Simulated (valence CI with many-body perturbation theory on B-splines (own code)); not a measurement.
**Cs⁵⁰⁺: one-electron terms**

Level of theory: configuration interaction combined with many-body perturbation theory (CI+MBPT): three valence electrons over a frozen Dirac-Fock core [He], a basis of 11 s, 11 p, 9 d, 7 f, 5 g, 2 h, 1 i functions for each j, with the one-electron correlation potential Σ1 (screened to all orders), the two-electron term Σ2, the three-electron term Σ3, Breit, model QED; selected single and double excitations, second order for the rest (own B-spline code, finite nucleus).

No measured spectrum was set against this ion. As an estimate, large intervals hold to a few tenths of a per cent, small ones and those within an open d or f shell to about a per cent.

These are the spectroscopic orbitals of the CI (the correlating ones are not listed), shaped by the core and the other valence electrons. h is the expectation value of the core's Dirac-Fock operator, without the valence repulsion; Σ1 is computed up to l = 3 at one energy for each symmetry, that of its lowest orbital but kept below the first core excitation, so for empty shells it is not the orbital's own correlation shift; Breit and QED include the response of the core.

| Orbital | h (hartree) | Σ1 (cm⁻¹) | Breit (cm⁻¹) | QED (cm⁻¹) | ⟨r⟩ (bohr) |
| --- | --- | --- | --- | --- | --- |
| 2s1/2 | -375.57 | -1428 | 47374 | 52343 | 0.1063 |
| 3s1/2 | -164.18 | -355 | 13271 | 15220 | 0.2455 |
| 4s1/2 | -91.358 | -139 | 5310 | 6244 | 0.4446 |
| 5s1/2 | -58.049 | -68.9 | 2664 | 3151 | 0.7018 |
| 2p1/2 | -371.01 | -3522 | 94624 | -375 | 0.08862 |
| 3p1/2 | -162.89 | -790 | 25600 | -238 | 0.2294 |
| 4p1/2 | -90.83 | -304 | 10279 | -107 | 0.4295 |
| 5p1/2 | -57.783 | -149 | 5146 | -56.0 | 0.6879 |
| 2p3/2 | -355.94 | -2677 | 36202 | 5184 | 0.09380 |
| 3p3/2 | -158.42 | -601 | 9878 | 1364 | 0.2367 |
| 4p3/2 | -88.953 | -231 | 4450 | 553 | 0.4391 |
| 5p3/2 | -56.826 | -114 | 2240 | 278 | 0.6998 |
| 3d3/2 | -157.94 | -287 | 957 | -167 | 0.2000 |
| 4d3/2 | -88.749 | -122 | 524 | -51.7 | 0.4033 |
| 5d3/2 | -56.722 | -62.9 | 270 | -22.7 | 0.6650 |
| 3d5/2 | -156.61 | -260 | 312 | 468 | 0.2025 |
| 4d5/2 | -88.186 | -110 | 170 | 215 | 0.4064 |
| 5d5/2 | -56.434 | -56.7 | 83.3 | 114 | 0.6687 |
| 4f5/2 | -88.146 | -24.2 | 5.9 | -69.7 | 0.3495 |
| 5f5/2 | -56.415 | -13.6 | 4.8 | -34.3 | 0.6123 |
| 4f7/2 | -87.87 | -23.2 | 1.7 | 61.8 | 0.3512 |
| 5f7/2 | -56.274 | -13.1 | 1.4 | 33.2 | 0.6142 |
| 5g7/2 | -56.268 |  | 0.0 | -22.2 | 0.5365 |
| 5g9/2 | -56.184 |  | 0.0 | 17.8 | 0.5378 |

Among the shells of the start configuration 2s2 2p1, Σ1 is largest in size for 2p1/2, where it is 0.0043 % of h.

Lowest root of each symmetry, sizes in configuration state functions:

| J | Parity | Roots | Reference | Variational | Second order | Change by selected CI (cm⁻¹) | Change by second order (cm⁻¹) |
| --- | --- | --- | --- | --- | --- | --- | --- |
| 1/2 | even | 16 | 50 | 9825 | 7153 | -10515 | 0 |
| 3/2 | even | 19 | 70 | 15477 | 14180 | -6025 | -1 |
| 5/2 | even | 14 | 66 | 16624 | 16473 | -9371 | -1 |
| 7/2 | even | 5 | 41 | 11727 | 22090 | -6435 | -5 |
| 9/2 | even | 2 | 23 | 6860 | 10152 | -12264 | -2 |
| 1/2 | odd | 15 | 48 | 9520 | 6743 | -9913 | 0 |
| 3/2 | odd | 21 | 72 | 15607 | 6573 | -9294 | -1 |
| 5/2 | odd | 13 | 62 | 16549 | 15266 | -14852 | -1 |
| 7/2 | odd | 6 | 43 | 12233 | 13117 | -11078 | -2 |
| 9/2 | odd | 2 | 20 | 7305 | 16501 | -6680 | -3 |
